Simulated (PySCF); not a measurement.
## Fractional electron number in Os- (osmium, charge -1)

The 5d beta orbital of [Xe] 4f14 5d7 6s2 is emptied in steps (occupation f), with all orbitals relaxed, ending at [Xe] 4f14 5d6 6s2. Computed with PySCF 2.14 in def2-TZVPPD with the def2 core potential (60 electrons), with a scalar-relativistic core potential. The exact energy is a straight line in f; departures are measured from the line between the end points of the same method.

```csv
f,BHandHLYP (eV),M06-2X (eV)
1,0.000,0.000
0.8,-0.156,-0.158
0.6,-0.241,-0.236
0.4,-0.249,-0.232
0.2,-0.171,-0.151
0,0.000,0.000
```

Task: For BHandHLYP, how does the orbital energy at f = 1 compare with the removal energy?

Result: −ε = -0.419 eV against a total-energy difference of 0.522 eV. By Janak's theorem ε = ∂E/∂f, so the gap between them reflects the curvature. Along the path −ε is -0.088 (f = 0.8), 0.283 (f = 0.6), 0.691 (f = 0.4), 1.137 (f = 0.2) eV.

| method | E(f=0) − E(f=1) (eV) | −ε at f=1 (eV) | −ε at f=0.4 (eV) |
| --- | --- | --- | --- |
| BHandHLYP | 0.522 | -0.419 | 0.691 |
| M06-2X | 0.719 | -0.257 | 0.936 |

At f = 1 the orbital energy is positive for BHandHLYP, M06-2X: only the finite basis holds the electron.

Reference removal energy between the ground levels: 1.078 eV (measured; photodetachment measurements, as compiled on the Wikipedia data page of electron affinities). The calculation has no spin-orbit coupling. The determinant left behind need not be the lowest term of the ion.
